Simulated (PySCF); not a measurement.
**How methods differ on the ionisation energy of Re**

Re [Xe] 4f14 5d5 6s2 [5d3/2^4 5d5/2^1, M_J = 5/2] → Re⁺ [Xe] 4f14 5d5 6s1 [5d3/2^4 5d5/2^1 6s1/2^1, M_J = 3], as a difference of total energies. Calculation: PySCF 2.14, in x2c-SVPall-2c with one added diffuse shell each of s, d type (8s9p10d2f, 99 functions); the two-component X2C-1e Hamiltonian. "Screened" scales the spin-orbit matrix elements by Boettger's factors to mimic the two-electron term; Breit and QED terms are absent.

```json
{"method": "GHF (spin-free)", "ionisation energy (eV)": "5.989"}
{"method": "GHF (screened spin-orbit)", "ionisation energy (eV)": "6.008"}
```

Errors of the correlated levels include the incompleteness of this basis and the frozen core.

The labels give the starting determinants; with spin-orbit coupling the two ends relaxed to ⟨J²⟩ = 8.80, ⟨L²⟩ = 0.24, ⟨S²⟩ = 8.60 and ⟨J²⟩ = 12.00, ⟨L²⟩ = 0.21, ⟨S²⟩ = 11.81.

For comparison: 7.834 eV (measured; NIST Atomic Spectra Database, ionization energies).
